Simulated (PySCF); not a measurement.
From one molecule to another.

First species: C₅H₄ClF.
SMILES: `C=C(Cl)C#CCF`

Second species: C4H11NSi2.
Z-matrix (Å and degrees, GFN2-xTB geometry), rows numbered from 1:
```
C 
N   1  1.4430
Si  2  1.7290  1  122.36
C   3  1.8887  2  107.98  1    55.02
C   4  1.3284  3  118.69  2  -128.19
C   5  1.4987  4  124.18  3    -0.77
Si  6  1.9197  5  111.27  4     5.94
H   1  1.0970  2  112.84  3    81.51
H   1  1.0920  2  110.10  3  -157.24
H   1  1.0883  2  108.58  3   -38.49
H   2  1.0087  1  111.51  3  -146.46
H   3  1.4697  2  101.85  1   174.93
H   4  1.0816  3  122.00  2    51.35
H   5  1.0872  4  120.90  3   179.57
H   6  1.0933  5  108.13  4  -115.96
H   6  1.0927  5  108.61  4   130.22
H   7  1.4698  3  119.57  2  -128.44
H   7  1.4728  3  119.56  2     4.33
```

Levels: CAM-B3LYP/def2-SVPD for HOMO energy, LUMO energy, HOMO–LUMO gap and static isotropic polarisability; TDDFT CAM-B3LYP/def2-SVPD for lowest singlet excitation; TDA CAM-B3LYP/def2-SVPD for lowest triplet excitation (Tamm–Dancoff). Geometries: GFN2-xTB. Each species is one conformer at its optimised geometry, gas phase, non-relativistic unless stated. Electronic properties by PySCF.

```json
{"property": "HOMO energy", "column X": "-7.68 eV", "column Y": "-8.61 eV"}
{"property": "LUMO energy", "column X": "0.67 eV", "column Y": "-0.28 eV"}
{"property": "HOMO–LUMO gap", "column X": "8.35 eV", "column Y": "8.33 eV"}
{"property": "lowest singlet excitation", "column X": "5.13 eV", "column Y": "5.17 eV"}
{"property": "lowest triplet excitation (Tamm–Dancoff)", "column X": "4.34 eV", "column Y": "3.39 eV"}
{"property": "static isotropic polarisability", "column X": "106.4 au", "column Y": "78.1 au"}
```

**Question.** Which column belongs to which species?

**Answer.** Column X is the second species and column Y the first. The first has 11 atoms and 60 electrons, the second 18 and 70.

**Question.** How does each property change from the first species to the second?

**Answer.** HOMO energy +0.93 eV; LUMO energy +0.95 eV; HOMO–LUMO gap +0.02 eV; lowest singlet excitation -0.04 eV; lowest triplet excitation (Tamm–Dancoff) +0.95 eV; static isotropic polarisability +28.3 au.

On the first: S1 lies 3.16 eV below the HOMO–LUMO gap; its leading configuration is HOMO→LUMO+1, weight 0.88. The polarisability is 11.57 Å³ as a volume (1 au = 0.148185 Å³), or 1.30 au for each of the 60 electrons.

On the second: The vertical singlet–triplet gap S1 − T1 is 0.79 eV (TDDFT singlet less Tamm–Dancoff triplet; S1: HOMO→LUMO, weight 0.94; T1: HOMO−1→LUMO, weight 0.53). S1 lies 3.22 eV below the HOMO–LUMO gap; its leading configuration is HOMO→LUMO, weight 0.94.
